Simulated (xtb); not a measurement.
C₄H₉O, SMILES C1CC[OH+]C1, charge +1. All values are semi-empirical tight-binding results from xtb (GFN2-xTB unless named), good for trends rather than for accurate numbers. Coordinates come from a GFN2-xTB optimisation. The isomer is the one that the SMILES or the coordinates give; other isomers of the formula were not compared. Other conformers were not sampled.

Computed properties:
| Property | Value |
|---|---|
| orbital gap | 9.09 eV |
| zero-point energy | 79.3 kcal/mol |
| G − E(el) at 298.15 K (modified RRHO) | 61.6 kcal/mol |
| static polarisability (D4 model) | 49.3 bohr³ |
| solvation energy, GFN2-xTB/ALPB(water) | -62.0 kcal/mol |
| solvation energy, GFN2-xTB/ALPB(hexane) | -32.8 kcal/mol |

Computed IR lines (harmonic; lines under 4 % of the strongest left out, lines within 3 cm⁻¹ merged):
ν (cm⁻¹): 267 (w), 581 (w), 816 (w), 836 (w), 865 (w), 872 (vs), 930 (w), 990 (m), 1025 (w), 1053 (w), 1164 (w), 1193 (w), 1197 (w), 1216 (m), 1278 (w), 1288 (w), 1438 (w), 1446 (w), 1474 (w), 1494 (w), 3266 (s) (against the strongest line: vs over 80 %, s over 45 %, m over 15 %, w over 4 %, vw less)
